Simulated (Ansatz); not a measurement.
The cluster Al2Sb, relaxed as a doublet with UKS PBE-D4/def2-TZVP in Ansatz, starting from the GFN2-xTB geometry. Force threshold 0.02 eV/Å.

In the def2 sets Sb takes a core potential; there is no spin–orbit coupling. The structure comes from a short search, and lower isomers may exist.

Start:

```xyz
3

Al    0.305   -1.371    0.611
Al    0.003    0.224   -1.516
Sb   -0.309    1.147    0.904
```

```tsv
step	energy (eV)	largest force component (eV/Å)	SCF passes
1	-19724.0434	0.211	22
2	-19724.0557	0.117	27
3	-19724.0571	0.073	27
4	-19724.0578	0.002	27
```

Force components are those of the run's own axes.

End:

Cartesian coordinates in Å:
```
Al 0.3036 -1.3565 0.5612
Al 0.0128 0.1811 -1.4881
Sb -0.3164 1.1754 0.9269
```

By distances, no bond broke or formed. The bond that changes most is Al1–Sb3, from 2.61 to 2.63 Å (atoms count from 1).

No frequencies were taken in this run, so the end may be a saddle point.

Hardware: 4 threads of Arm Neoverse V1 on a shared host. Wall time 4.6 s.
